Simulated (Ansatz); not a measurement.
C2H7AlBF can be A, `CB[CH](F)[AlH2]`, or B, `CB(F)[CH2][AlH2]`.

Program: Ansatz. Geometries: PBE0-D4/def2-TZVP. ΔE: electronic, gas phase. CCSD(T)/CBS is the MP2 limit (def2-TZVPP, def2-QZVPP) plus CCSD(T) − MP2 in def2-TZVPP, frozen cores. DFT in def2-TZVPP. B3LYP here is the variant with VWN-RPA as its local correlation; programs differ in this. Each species was taken in one conformer, which may not be the lowest.

A:

```xyz
12

C     0.7976   -1.1046   -0.0027
B    -0.6058   -0.5769   -0.5975
C    -0.6517    0.8193   -1.0524
F    -1.8030    1.4347   -1.4495
Al   -0.0724    0.9077    1.0268
H     1.6921   -0.6219   -0.4014
H     0.8484   -2.1718   -0.2357
H     0.9008   -1.1262    1.1048
H    -1.5980   -1.2182   -0.4169
H     0.2139    1.3929   -1.3977
H     1.2801    1.7121    1.1690
H    -1.0020    0.5529    2.2534
```

B:

```xyz
12

C     0.141    0.255    1.810
B    -0.700    0.341    0.492
F    -2.020    0.100    0.603
C    -0.145    0.632   -0.913
Al    0.441   -1.031   -1.776
H     1.219    0.219    1.643
H    -0.069    1.143    2.419
H    -0.154   -0.604    2.420
H     0.775    1.227   -0.862
H    -0.876    1.095   -1.581
H    -0.318   -1.579   -3.055
H     1.706   -1.799   -1.200
```

Problem. Which is lower in electronic energy at CCSD(T)/CBS, and by how much? (Estimate.)

Solution. Ansatz gave: B, by 271.5 kJ/mol.

Problem. Give E(B) − E(A) in kJ/mol with PBE-D4, HF/def2-TZVPP, B2PLYP, CCSD(T)/def2-TZVPP, PBE0-D4, ωB97M-V, B3LYP-D4. (Best estimate.)

Solution. The calculation gave: PBE-D4 -244.4, HF/def2-TZVPP -313.9, B2PLYP -277.9, CCSD(T)/def2-TZVPP -273.5, PBE0-D4 -258.4, ωB97M-V -266.3, B3LYP-D4 -270.4. None reverses the order clearly.

Largest T1 diagnostic: 0.013.

The D4 term adds +3.8 kJ/mol with B3LYP and +1.7 kJ/mol with PBE0; it sums over pairs of atoms, weighted by their polarisabilities, and B3LYP, whose exchange is more repulsive, gets the larger term. In def2-TZVPP, CCSD(T) changes the Hartree–Fock value by +40.4 kJ/mol (the triples alone add +7.6 kJ/mol) and MP2 by +32.8 kJ/mol.
